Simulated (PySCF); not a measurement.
**Potassium: highly charged ions in a basis for the neutral atom**

K(13+) [He] 2s2 2p2, K(14+) [He] 2s2 2p1. All numbers are calculated (PySCF 2.14, scalar relativity by spin-free X2C-1e, in aug-cc-pVDZ-X2C (6s5p3d, 36 functions)). No spin-orbit coupling, so a gap to NIST mixes the basis error with missing relativistic terms.

Changed run: basis of the neutral atom used for a highly charged ion. This setting is unsound on purpose.

```csv
species,method,sound run (hartree),changed run (hartree),converged
K(13+),UHF,not run,-483.86033,yes
K(13+),MN15,not run,-484.17866,yes
K(13+),r2SCAN,not run,-484.01841,yes
K(14+),UHF,not run,-454.89907,yes
K(14+),MN15,not run,-455.19997,yes
K(14+),r2SCAN,not run,-455.00369,yes
```

Ionisation energy of K(13+):

```csv
method,changed run (eV),NIST (eV)
UHF,788.08,786.3 ± 0.3
MN15,788.55,786.3 ± 0.3
r2SCAN,789.53,786.3 ± 0.3
```

The contracted functions were made for the neutral atom and can be too rigid for a highly charged ion.
